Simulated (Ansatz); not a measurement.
Basis-set series for `C[C]([GeH3])=[Se]`. Total charge 0; spin multiplicity 1. The structure was optimised at the PBE0-D4/def2-TZVP level.

| functional | basis | functions | energy (Eh) | HOMO (eV) | LUMO (eV) |
| --- | --- | --- | --- | --- | --- |
| PBE0-D4 | def2-TZVPP | 242 | -4557.72955 | -6.09 | -2.57 |
| PBE0-D4 | def2-QZVPP | 472 | -4557.82933 | -6.11 | -2.59 |
| ωB97M-V | def2-TZVPP | 242 | -4558.06633 | -8.23 | -0.51 |
| ωB97M-V | def2-QZVPP | 472 | -4558.16345 | -8.25 | -0.54 |

(1) Give the rows for def2-SVP. (An estimate is asked.)

Results:

(1) Computed: 
| functional | basis | functions | energy (Eh) | HOMO (eV) | LUMO (eV) |
| --- | --- | --- | --- | --- | --- |
| PBE0-D4 | def2-SVP | 122 | -4557.08879 | -5.96 | -2.47 |
| ωB97M-V | def2-SVP | 122 | -4557.42193 | -8.08 | -0.34 |

Scalar relativity is left out up to krypton.
